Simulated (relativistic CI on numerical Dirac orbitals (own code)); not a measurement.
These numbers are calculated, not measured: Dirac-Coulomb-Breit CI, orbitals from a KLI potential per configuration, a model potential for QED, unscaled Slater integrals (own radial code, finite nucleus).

Configuration list (outside the closed core [Ne]): 3s, 3p, 3d, 4s, 4p, 4d, 4f, 5s, 5p, 5d, 5f, 5g, 6s, 6p, 6d, 7s, 7p. Levels of other configurations are missing.

At this charge energies of transitions that change n are usually good to better than 1 %, and those within a shell (Δn = 0) to a few per cent.

Outline of the computed level scheme of Rh XXXV. Lowest level of each configuration: 3s ²S1/2 at 0.00 eV; 3p ²P°1/2 at 77.49 eV; 3d ²D3/2 at 215.17 eV; 4s ²S1/2 at 974.64 eV; 4p ²P°1/2 at 1006.52 eV; 4d ²D3/2 at 1059.37 eV; 4f ²F°5/2 at 1082.41 eV; 5s ²S1/2 at 1405.35 eV; 5p ²P°1/2 at 1421.35 eV.

Some strong electric-dipole decays among the lowest 15 levels: 4f ²F°7/2 → 3d ²D5/2 (2.2e+13 s⁻¹); 4f ²F°5/2 → 3d ²D3/2 (2.1e+13 s⁻¹); 4d ²D5/2 → 3p ²P°3/2 (1.1e+13 s⁻¹); 4d ²D3/2 → 3p ²P°1/2 (8.6e+12 s⁻¹); 4p ²P°1/2 → 3s ²S1/2 (4.9e+12 s⁻¹); 4p ²P°3/2 → 3s ²S1/2 (4.1e+12 s⁻¹); 4s ²S1/2 → 3p ²P°3/2 (3.7e+12 s⁻¹); 5p ²P°1/2 → 3s ²S1/2 (2.8e+12 s⁻¹).
